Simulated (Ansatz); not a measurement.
Caution, from a PySCF single point (PBE0-D3(BJ)/def2-TZVPD) at this geometry: the highest occupied level lies above zero, so the state may not be bound. This triplet is an excited state, 1.34 eV above the relaxed singlet at the level frozen-core CCSD(T)/aug-cc-pVTZ // PBE0-D3(BJ)/def2-TZVPD (Ansatz, a program for electronic structure).

Species: CH3AlCl, SMILES `[CH3][Al-][Cl]` (excited triplet) (charge -1, multiplicity 3).

Task: Give a relaxed geometry from PBE0-D3(BJ)/def2-TZVPD run with Ansatz.

Result: the end point of this relaxation (outside a Z-matrix the atoms follow the SMILES, hydrogens last).
Bonded distances (Å): C1–Al2 2.013, C1–H4 1.095, C1–H5 1.095, C1–H6 1.095, Al2–Cl3 2.237. Bond angles (°): Al2–C1–H4 111.0, Al2–C1–H5 109.8, Al2–C1–H6 111.0, H4–C1–H5 108.2, H4–C1–H6 108.5, H5–C1–H6 108.2, C1–Al2–Cl3 111.7.
